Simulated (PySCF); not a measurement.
These compounds are isomers of formula C5H12O2Si.

A. SMILES O(CC)[SiH2]/C=C\OC
B. `C(/C)=C\[SiH](OC)OC`
C. `CCO[SiH2]/C=C/OC`
D. `O(C)[C@H]1C[Si@@H](OC)C1`
E. `C(C)(C)C(=O)C[SiH2]O`

Spectrum 1. $^{1}$H NMR (300 MHz, computed): δ 6.62 (m, 1H), 5.64 (m, 1H), 4.97 (d, 1H), 3.88 (s, 6H), 1.95 (d, 3H). $^{13}$C{$^{1}$H} NMR (computed): δ 155.6 (CH), 128.3 (CH), 51.7 (CH3), 26.5 (CH3).

Spectrum 2. $^{1}$H NMR (300 MHz, computed): δ 6.92 (d, 1H), 5.02 (d, 2H), 4.81 (m, 1H), 3.86 (q, 2H), 3.81 (s, 3H), 1.25 (t, 3H). $^{13}$C{$^{1}$H} NMR (computed): δ 169.0 (CH), 103.9 (CH), 63.4 (CH2), 59.7 (CH3), 20.9 (CH3).

Spectrum 3. $^{1}$H NMR (300 MHz, computed): δ 4.99 (t, 2H), 3.27 (br s, 1H), 2.61 (sept, 1H), 2.40 (t, 2H), 1.17 (d, 6H). $^{13}$C{$^{1}$H} NMR (computed): δ 223.9 (C), 47.1 (CH), 37.4 (CH2), 20.6 (CH3).

Spectrum 4. $^{1}$H NMR (300 MHz, computed): δ 6.53 (d, 1H), 5.29 (d, 2H), 4.23 (m, 1H), 3.93 (q, 2H), 3.73 (s, 3H), 1.33 (t, 3H). $^{13}$C{$^{1}$H} NMR (computed): δ 166.0 (CH), 91.3 (CH), 63.3 (CH2), 54.5 (CH3), 20.7 (CH3).

Spectrum 5. $^{1}$H NMR (300 MHz, computed): δ 5.13 (m, 1H), 3.85 (s, 3H), 3.37 (s, 3H), 3.36 (m, 1H), 1.86 (m, 2H), 1.68 (m, 2H). $^{13}$C{$^{1}$H} NMR (computed): δ 70.4 (CH), 57.4 (CH3), 54.0 (CH3), 30.6 (CH2).

Theory: shieldings: GIAO PBE0/pcSseg-1, GFN2-xTB geometry, in PySCF 2.14.0 with density-fitted response routines (in vacuum, single conformer, non-relativistic Hamiltonian, fast rotation and ring inversion assumed for equivalent nuclei).

δ = σ(ref) − σ, references computed at the same level: $^{1}$H (σ = 31.72 ppm), $^{13}$C (σ = 186.93 ppm) against TMS. Where no couplings were computed, multiplicities follow the n + 1 count of equivalent neighbours, and m marks all less simple cases (inequivalent or close neighbours, rings, F or P nearby). Shifts are as computed. Against solution values, carbons near 30 ppm lie about +3 ppm off and those near 130 ppm about +5 ppm. Of 1309 compounds with measured shifts, 239 miss one by over three times the rms of a fit or turn the order of signals round; such compounds aren't used in these exercises. OH and NH positions are gas-phase values without hydrogen bonding to other molecules.

Q: Match each spectrum to its structure.

A: 1–B, 2–A, 3–E, 4–C, 5–D.

- Spectrum 1 (B): 4 $^{13}$C signals; δC 155.6 is an alkene CH; δC 128.3 is an alkene CH.
- Spectrum 2 (A): 5 $^{13}$C signals; δC 169.0 is an alkene carbon bearing oxygen; δC 103.9 is a β carbon of an enol-ether or enamine type C=C.
- Spectrum 3 (E): 4 $^{13}$C signals; δC 223.9 is a ketone carbonyl carbon; δC 47.1 is an sp3 CH α to a carbonyl.
- Spectrum 4 (C): 5 $^{13}$C signals; δC 166.0 is an alkene carbon bearing oxygen; δC 91.3 is a β carbon of an enol-ether or enamine type C=C.
- Spectrum 5 (D): 4 $^{13}$C signals; δC 70.4 is an sp3 CH bonded to O; δC 57.4 is a methyl carbon bonded to O.
